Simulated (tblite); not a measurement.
Question: What does the GFN2-xTB structure of `CO/C=C\C(=O)F` look like in three dimensions?

Answer: 
Z-matrix in Å and degrees, rows numbered from 1:
```
C 
O   1  1.4117
C   2  1.3240  1  117.25
C   3  1.3467  2  124.46  1   179.60
C   4  1.4441  3  126.28  2     0.04
O   5  1.1885  4  128.31  3  -180.00
F   5  1.3686  4  113.24  3     0.02
H   1  1.0878  2  106.21  3   179.89
H   1  1.0938  2  111.14  3   -61.18
H   1  1.0938  2  111.12  3    60.82
H   3  1.0886  2  116.73  1    -0.39
H   4  1.0772  3  119.08  2   179.99
```

The C–O distances run from 1.188 Å (C5=O6, drawn double) to 1.412 Å (C1–O2, drawn single), a spread of 0.224 Å. The 7 heavy atoms lie in one plane (0.002 Å rms). Of the pairs four or more bonds apart, O2···F7 is among the closest relative to their van der Waals radii: 2.58 Å, 86 % of the sum of Bondi's values. The C–C distances run from 1.347 Å (C3=C4, drawn double) to 1.444 Å (C4–C5, drawn single), a spread of 0.097 Å.

The geometry is computed with GFN2-xTB (gas phase).

Point group: Cs (every atom within 0.08 Å of its image). Its GFN2-xTB frequencies are all real (lowest 44 cm⁻¹). The numbers are those of one conformer (C1–O2–C3–C4 180°, C3–C4–C5–O6 180°).
